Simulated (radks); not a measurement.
He+, configuration 2s1 (not the ground configuration). Calculated with a radial shooting solver on a logarithmic mesh with Libxc functionals: scalar-relativistic Kohn-Sham, B86b exchange with PBE correlation, spin-unpolarised, spherical densities, finite nucleus; Gaussian nuclear charge, rms radius 1.6755 fm; without spin polarisation the odd electron is poorly described.

X-ray form factor f0, the Fourier transform of the density (f0(0) = 1):

sin(theta)/lambda (1/angstrom),f0 (electrons)
0.05,0.827
0.1,0.463
0.15,0.161
0.2,0.014
0.25,-0.020
0.3,-0.007
0.4,0.029
0.5,0.037
0.6,0.032
0.8,0.018
1,0.010
1.25,0.005
1.5,0.003
2,0.001
